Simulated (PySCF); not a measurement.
[CeH2]2+ at several levels of theory

Computed with PySCF 2.14.0 (density fitting, no spin-orbit coupling) at the geometry relaxed with PBE0:

```xyz
3
[CeH2]2+ (singlet)
Ce    0.0000    0.0000   -0.0847
H     1.5792    0.0000    0.9009
H    -1.5792    0.0000    0.9009
```

```tsv
level	basis	state	HOMO (eV)	gap (eV)	charge on Ce1 (e)	population of f-type functions on Ce1 (polarisation alone where 4f lies in the core)	dipole about the centre of mass (D)	largest force component (eV/Å)
PBE0	Ce lcecp-2-SVP with ECP46, H def2-SVP	singlet	–	–	2.03	0.03	1.52	0.00
TPSS	the same	singlet	–	–	2.04	0.03	1.55	0.32
revPBE	the same	singlet	–	–	1.97	0.03	1.37	0.33
```

In the lcecp rows the 4f levels are missing from HOMO and gap, and the state counts the valence alone.

Charges are Mulliken's, which hang on the basis. The relaxation used the grid (50, 194), these runs (75, 302) or, all-electron (x2c bases, spin-free X2C Hamiltonian), (99, 590).

(1) What does PBE0 with Ce lcecp-2-TZVP with ECP46, H def2-TZVP give here?

## Answers

(1) state singlet, charge on Ce1 (e) 1.92, population of f-type functions on Ce1 (polarisation alone where 4f lies in the core) 0.04, dipole about the centre of mass (D) 1.67, largest force component (eV/Å) 0.23. Time: 2.4 s on 2 threads of Arm Neoverse V2, with other jobs on the host, from free ions and atoms.
